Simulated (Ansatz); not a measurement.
Spectroscopic constants of NiCl, multiplicity 4 (not the ground state: that is measured with 2S+1 = 2). No spin–orbit coupling. Ni is treated without relativity.

Constants: fifth-degree fit in 1/R to seven points, most abundant isotopes. Runs in def2 and cc sets follow the lowest solution found near the PBE0 minimum.

The values were computed with Ansatz (Gaussian orbitals). Values without a source in brackets are computed.

Energies at B97M-V/def2-TZVPP:

```json
[
 {"R (Å)": "1.993635", "E (hartree)": "-1968.08246483"},
 {"R (Å)": "2.047227", "E (hartree)": "-1968.08671232"},
 {"R (Å)": "2.096532", "E (hartree)": "-1968.08884932"},
 {"R (Å)": "2.152268", "E (hartree)": "-1968.08963885"},
 {"R (Å)": "2.208004", "E (hartree)": "-1968.08907021"},
 {"R (Å)": "2.272315", "E (hartree)": "-1968.08713216"},
 {"R (Å)": "2.347344", "E (hartree)": "-1968.08361902"}
]
```

Question: With a reduced mass of 21.8067 u, find the minimum, the force constant and the constants.

Answer: A fifth-degree polynomial in 1/R puts the minimum at r_e = 2.1545 Å with force constant 188 N/m. Then ω_e = (1/2πc)√(k/μ) = 382 cm⁻¹ and B_e = h/(8π²cμr_e²) = 0.1665 cm⁻¹; the cubic and quartic terms give α_e = 0.00100 and ω_e x_e = 1.7 cm⁻¹.

Ansatz is a quantum-chemistry and plane-wave program.
